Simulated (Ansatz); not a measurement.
Ansatz (a program for electronic structure) input (PBE-QIDH/def2-TZVPD):

Ansatz 0.2 input:
```yaml
crystal:
  periodic: [false, false, false]
  atoms:
    - {symbol: B, position_ang: [-0.02153420, 0.35605286, 0.38346181]}
    - {symbol: N, position_ang: [-1.25110352, -0.07229965, -0.12894415]}
    - {symbol: N, position_ang: [1.25867929, -0.05296034, -0.00595836]}
    - {symbol: H, position_ang: [-1.35002767, -0.75446485, -0.86932570]}
    - {symbol: H, position_ang: [-2.12882695, 0.27572559, 0.21101838]}
    - {symbol: H, position_ang: [2.09350723, 0.30826107, 0.41792358]}
    - {symbol: H, position_ang: [1.43998802, -0.73296619, -0.73260778]}
basis:
  gaussian:
    orbitals: def2-TZVPD
hamiltonian:
  xc: {name: PBE-QIDH}
magnetization: {spin_polarized: true, initial_magnetization: 1}
correlation: {electrons: outside_noble_gas}
```

End of the output:

```
integrals: 0.12 GiB planned
1015 factors; integrals over basis functions are off by at most 1.4e-3 eV
0.23 GiB of the device are held for the grids
0.67 GiB of device memory are held for the factors and their scratch space
mean field: 0.84 GiB planned
mean field evaluation 1: about -3707.6716 eV, gradient 3.7e1 eV
mean field evaluation 2: about -3707.6904 eV, gradient 3.7e1 eV
mean field evaluation 4: about -3713.0173 eV, gradient 2.0e0 eV
mean field evaluation 8: about -3713.0663 eV, gradient 2.5e-1 eV
mean field evaluation 16: about -3713.0674 eV, gradient 2.0e-4 eV
mean field -3713.06744701 eV, -136.4527118700 hartree, gradient 1.5e-6 eV, S^2 0.753394; 0 other end points of the search recorded, 0 dependent functions left out
3 core orbitals not correlated
reference -3713.06746152 eV, -136.4527124035 hartree; 9, 8 occupied and 135, 136 virtual orbitals, 1015 factors
second order -15.13921312 eV of doubles, -0.00000000 eV of singles
Total energy: -3718.11386590 eV, -136.6381643436 hartree
```

It need not be the lowest isomer of its formula.
